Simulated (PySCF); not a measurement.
# Gas-phase XPS of `O=C[SiH2]Cl`, computed

Species: CH3ClOSi.
Geometry (PBE0-D3(BJ)/def2-SVP, Å), atoms numbered from 1 in this order:
```xyz
7
CH3ClOSi angstrom
O     -0.810    0.483    0.744
C     -0.028    1.348    1.049
Si     1.834    0.884    1.242
Cl     2.917    2.596    1.654
H     -0.368    2.407    1.220
H      1.973   -0.082    2.365
H      2.313    0.286   -0.034
```

Level of theory: PySCF 2.14.0, delta-SCF UKS SCAN, pcX-2 on the ionised atom, pcseg-1 elsewhere, spin-free X2C. Each binding energy is the total energy of the core-ionised species, with the hole localised on one atom, minus that of the ground state; both are solved self-consistently, so orbital relaxation is included.

Q: Give the core binding energies atom by atom.

A: 
| atom(s) | bonded to | level | binding energy (eV) | 2p1/2 (eV) | count |
| --- | --- | --- | --- | --- | --- |
| Si3 | Cl, C and 2 H | Si 2p3/2 | 108.24 | 108.87 | 1 |
| Cl4 | Si | Cl 2p3/2 | 206.38 | 208.03 | 1 |
| C2 | O (double bond), H and Si | C 1s | 293.76 | – | 1 |
| O1 | C (double bond) | O 1s | 538.91 | – | 1 |
| Si3 | Cl, C and 2 H | Si 1s | 1848.05 | – | 1 |
| Cl4 | Si | Cl 1s | 2828.97 | – | 1 |

Q: Which effective nuclear charge Zeff reproduces each element's mean 1s value in the hydrogen-like formula E = 13.606 eV × Zeff²?

A: C (Z = 6): mean 293.8 eV, Zeff = 4.65, Z − Zeff = 1.35; O (Z = 8): mean 538.9 eV, Zeff = 6.29, Z − Zeff = 1.71; Si (Z = 14): mean 1848.1 eV, Zeff = 11.65, Z − Zeff = 2.35; Cl (Z = 17): mean 2829.0 eV, Zeff = 14.42, Z − Zeff = 2.58. Means run over the listed sites, weighted by atom count.

Q: Which photon wavelength matches the O 1s of O1 threshold?

A: λ = hc/E = 12398.42 eV Å / 538.91 eV = 23.006 Å.

Spin contamination (⟨S²⟩ against 0.75 for a pure doublet) is marked for C 1s of C2 (0.88), which makes this value less certain. 2p3/2 and 2p1/2 are the ΔSCF energy of one spin-free 2p hole plus the eigenvalues of a spin–orbit and ligand-field matrix of the shell. 2p1/2 minus 2p3/2 (ligand field included): Si 0.63 eV, Cl 1.65 eV. One conformer (not necessarily the lowest) at the PBE0-D3(BJ)/def2-SVP geometry, without solvent, vibrations or thermal averaging.

The run took 32 s of wall time on Arm Neoverse N1, one thread, on a shared host.
